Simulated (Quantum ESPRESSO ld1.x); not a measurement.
Q: Ba4+, 52 electrons, occupied as [Kr] 4d10 5s2 5p2 6p2 (not the ground configuration). Calculated with ld1.x of Quantum ESPRESSO 7.5: Dirac Kohn-Sham, Slater X-alpha with alpha = 1, spin-unpolarised, spherical densities, point nucleus; open shells are shared between the two j in proportion to 2j + 1.

Spin-orbit splittings of the eigenvalues, e(l+1/2) - e(l-1/2), with zeta = 2 splitting/(2l+1) and mean radii in bohr:

| shell | occ. | splitting (eV) | zeta (eV) | <r> j=l-1/2 | <r> j=l+1/2 |
|---|---|---|---|---|---|
| 2p | 6 | ? | ? | 0.09147 | 0.09746 |
| 3p | 6 | 75.61 | 50.40 | 0.2791 | 0.2909 |
| 3d | 10 | 16.30 | 6.521 | 0.2613 | 0.2650 |
| 4p | 6 | 16.09 | 10.72 | 0.6850 | 0.7113 |
| 4d | 10 | 2.828 | 1.131 | 0.7691 | 0.7782 |
| 5p | 2 | 3.070 | 2.047 | 1.616 | 1.672 |
| 5d | 0 | 0.4414 | 0.1766 | 2.050 | 2.069 |
| 6p | 2 | 0.8456 | 0.5637 | 3.288 | 3.367 |

Estimate the 2p splitting.

A: 387.5 eV (zeta = 258.3 eV).
